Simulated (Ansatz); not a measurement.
`CNBN` + HBr → `CNBBr` + NH₃ at 500 K and 1 bar (ligand exchange at a B–N bond).

Computed with Ansatz on PBE0-D4/def2-TZVP structures; ΔE is electronic, products minus reactants. CCSD(T)/CBS is the MP2 limit (def2-TZVPP, def2-QZVPP) plus CCSD(T) − MP2 in def2-TZVPP, frozen cores. This one scheme is used for every species. For Br outer-core shells are correlated without core-valence functions, which leaves a few kJ/mol of doubt a bond. Scalar relativity is left out up to krypton. Each species was taken in one conformer, which may not be the lowest.

| species | CCSD(T)/CBS energy (Eh) | H − E (kJ/mol) | S (J/(mol·K)) |
| --- | --- | --- | --- |
| `CNBN` | -176.54095 | 289.5 | 359.0 |
| HBr | -2573.91920 | 30.5 | 213.7 |
| `CNBBr` | -2693.95268 | 217.7 | 362.4 |
| NH₃ | -56.50880 | 108.2 | 211.8 |

H − E and S are ideal-gas, rigid-rotor, harmonic terms from PBE0-D4/def2-TZVP, for one conformer and one mirror image of each species. 1 Eh = 2625.50 kJ/mol, R = 8.31446 J/(mol·K).

Problem. By hand: ΔE, ΔH, ΔS and ΔG.

Solution. ΔE = (-2693.95268) + (-56.50880) − (-176.54095) − (-2573.91920) = -0.00133 Eh = -3.5 kJ/mol. Δ(H − E) = 217.7 + 108.2 − 289.5 − 30.5 = 5.9, so ΔH = 2.4 kJ/mol. ΔS = 362.4 + 211.8 − 359.0 − 213.7 = 1.5 J/(mol·K). ΔG = 2.4 − 500 × (1.5)/1000 = 1.6 kJ/mol.

Problem. By hand: the equilibrium constant, and the temperature at which ΔG would vanish if ΔH and ΔS stayed fixed.

Solution. log₁₀ K = −ΔG/(RT ln 10) = -0.2. ΔG = 0 at ΔH/ΔS = 1600 K, though so small a ΔH makes that figure unsure.

The number of gas molecules stays the same, so ΔS is small and ΔH decides. The sign of ΔG lies within the doubt. A doubt of 5 kJ/mol in ΔE shifts log₁₀ K by 0.5 here. Other conformers and mirror images would add mixing entropy, several J/(mol·K) or more a flexible species. These are equilibria of isolated gas molecules and say nothing of rates. Largest T1 diagnostic: 0.011 (customary marks: 0.02 for closed shells, 0.045 for open ones).
